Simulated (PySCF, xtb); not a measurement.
4,4-dichlorobut-1-ene (C₄H₆Cl₂), SMILES C=CCC(Cl)Cl. One conformer was computed; it need not be the lowest.

Harmonic wavenumbers (cm⁻¹) from GFN2-xTB in xtb at its own minimum, in rising order: 56, 77, 182, 235, 330, 332, 450, 611, 636, 729, 902, 912, 963, 1023, 1044, 1103, 1161, 1169, 1228, 1270, 1304, 1410, 1450, 1717, 2940, 2973, 2985, 3077, 3100, 3134.

### Question
What does ωB97X-D3(BJ)/def2-SVP run with PySCF give at its own minimum? (The exact figures need the calculation; the answer reports its results.)

### Answer
74, 100, 203, 266, 356, 366, 467, 637, 711, 825, 927, 966, 980, 1048, 1083, 1143, 1232, 1254, 1298, 1318, 1368, 1440, 1462, 1764, 3088, 3153, 3164, 3181, 3201, 3266. Paired by order, the mean absolute difference is 61 cm⁻¹ and the zero-point energies are 55.0 and 57.7 kcal/mol.
